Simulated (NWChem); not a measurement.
Species: BH₂O₂I; SMILES OB(I)O

```xyz
6

B     -0.0199     1.3436     0.0000
I      0.0637    -0.8174     0.0000
O     -1.2351     1.9154     0.0000
H     -1.1764     2.8794     0.0000
O      1.1124     2.0807     0.0000
H      1.9205     1.5583     0.0000
```
Atoms are numbered in this order, from 1.

Level: PBE0/def2-SVP with def2 effective core potentials on I (NWChem), optimised geometry, unscaled harmonic frequencies. def2 effective core potentials on I; no spin-orbit coupling.

List the harmonic frequencies with IR intensities, and the thermochemistry.


```
frequency (cm⁻¹)  IR intensity (km/mol)
----------------  ---------------------
262                                 2.5
302                                 5.0
457                                81.8
513                               118.2
544                                90.3
603                                61.3
991                               145.5
1008                              137.2
1254                              526.2
1505                              312.0
3871                              107.5
3923                              110.2
```

| Property | Result |
|---|---|
| zero-point energy | 21.8 kcal/mol |
| thermal correction to the enthalpy at 298.15 K (with zero-point energy) | 25.3 kcal/mol |
| heat capacity Cv | 15.1 cal/(mol K) |
| entropy at 298.15 K and 1 atm (symmetry number 1) | 73.5 cal/(mol K) |

Rigid rotor and harmonic oscillator.
